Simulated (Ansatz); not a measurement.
System: diiodo(methoxy)borane, CH₃BI₂O, charge 0, multiplicity 1. 
Geometry from a B3LYP-D3(BJ)/def2-TZVP (Ansatz, a first-principles code) optimisation:
```
O
B 1 1.3247
C 1 1.4331 2 126.55
H 3 1.0866 1 106.63 2 -180.00
H 3 1.0892 4 110.23 1 119.51
H 3 1.0892 4 110.23 5 120.98
I 2 2.1483 1 117.69 3 -180.00
I 2 2.1636 1 122.66 3 0.00
```
Charge 0, spin multiplicity 1.

Quantity: vertical ionisation energy (to the doublet state of charge +1; each state is the SCF solution reached for its spin), in eV. Correlated levels leave the core frozen unless marked. UHF or UKS for open shells. Spin-orbit coupling is left out. The frozen core is the preceding noble-gas configuration, with the filled d and f shells of earlier blocks. Past Kr the def2 sets carry scalar-relativistic core potentials. CBS marks a two-point X^-3 extrapolation of the correlation energy; Hartree-Fock from the larger set. The bracket is a focal-point correction in the basis named.

| level | program | vertical ionisation energy (eV) | minus last row |
|---|---|---|---|
| HF/def2-SVPD | Ansatz | 8.81 | -0.75 |
| SVWN5/def2-TZVPD | Ansatz | 9.10 | -0.46 |
| r2SCAN/def2-TZVPD | Ansatz | 9.07 | -0.49 |
| B3LYP/def2-TZVPD | Ansatz | 9.14 | -0.42 |
| PBE0/def2-TZVPD | Ansatz | 9.20 | -0.36 |
| BHLYP/def2-TZVPD | Ansatz | 9.33 | -0.23 |
| CAM-B3LYP/def2-TZVPD | Ansatz | 9.40 | -0.16 |
| wB97M-V/def2-TZVPD | Ansatz | 9.45 | -0.11 |
| wB97X-V/def2-TZVPD | Ansatz | 9.52 | -0.04 |
| B2PLYP/def2-TZVPD | Ansatz | 9.23 | -0.33 |
| MP2/def2-TZVPPD | Ansatz | 9.55 | -0.01 |
| RI-MP2/def2-TZVPPD | Ansatz | 9.55 | -0.01 |
| RI-MP2/def2-QZVPPD | Ansatz | 9.66 | 0.10 |
| RI-MP2/CBS(def2-TZVPPD,def2-QZVPPD) | Ansatz | 9.74 | 0.18 |
| SCS-MP2/def2-SVPD | Ansatz | 9.40 | -0.16 |
| SCS-MP2/def2-TZVPPD | Ansatz | 9.49 | -0.07 |
| CCSD/def2-SVPD | Ansatz | 9.28 | -0.28 |
| CCSD/def2-TZVPPD | Ansatz | 9.38 | -0.18 |
| CCSD(T)/def2-SVPD | Ansatz | 9.25 | -0.31 |
| RI-MP2/CBS(def2-TZVPPD,def2-QZVPPD)+[CCSD(T)-MP2]/def2-SVPD | Ansatz | 9.54 | -0.02 |
| RI-MP2/CBS(def2-TZVPPD,def2-QZVPPD)+[CCSD(T)-MP2]/def2-TZVPPD | Ansatz | 9.56 | 0.00 |
